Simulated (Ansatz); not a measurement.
One change: `[OH][GeH2][NH]CF` becomes `CNCF`.

Ansatz, PBE0-D4/def2-TZVP geometries, multiplicity 1. Each molecule was computed in one conformer, which needn't be the lowest.

Scalar relativity is left out up to krypton.

```json
{"property": "zero-point energy (PBE0-D4/def2-TZVP) / kJ/mol", "`[OH][GeH2][NH]CF`": "204.1"}
{"property": "size of the dipole moment (ωB97M-V/def2-TZVPP) / D", "`[OH][GeH2][NH]CF`": "2.02"}
{"property": "HOMO energy (PBE0/def2-TZVPP) / eV", "`[OH][GeH2][NH]CF`": "-7.91"}
{"property": "HOMO–LUMO gap (B3LYP/def2-TZVPP) / eV", "`[OH][GeH2][NH]CF`": "8.11"}
{"property": "LUMO energy (PBE/def2-TZVPP) / eV", "`[OH][GeH2][NH]CF`": "-0.17"}
{"property": "HOMO–LUMO gap (ωB97M-V/def2-TZVPP) / eV", "`[OH][GeH2][NH]CF`": "12.64"}
```

(1) What does the change do to each property? (An estimate is asked.)

Answers

(1) Ansatz gave: 
```csv
property,`CNCF`,shift
zero-point energy (PBE0-D4/def2-TZVP) / kJ/mol,225.9,21.8
size of the dipole moment (ωB97M-V/def2-TZVPP) / D,1.41,-0.61
HOMO energy (PBE0/def2-TZVPP) / eV,-7.25,0.66
HOMO–LUMO gap (B3LYP/def2-TZVPP) / eV,7.93,-0.18
LUMO energy (PBE/def2-TZVPP) / eV,0.44,0.61
HOMO–LUMO gap (ωB97M-V/def2-TZVPP) / eV,12.31,-0.33
```

With PBE0 the HOMO rises by 0.66 eV and the LUMO rises by 0.51 eV, so the gap narrows by about 0.15 eV. PBE moves the HOMO by 0.65 eV and ωB97M-V by 0.65 eV. The zero-point energy changes by 21.8 kJ/mol with -3 modes. Dipoles are sizes alone; their direction can turn.

B3LYP here is the variant with VWN-RPA as its local correlation; programs differ in this.
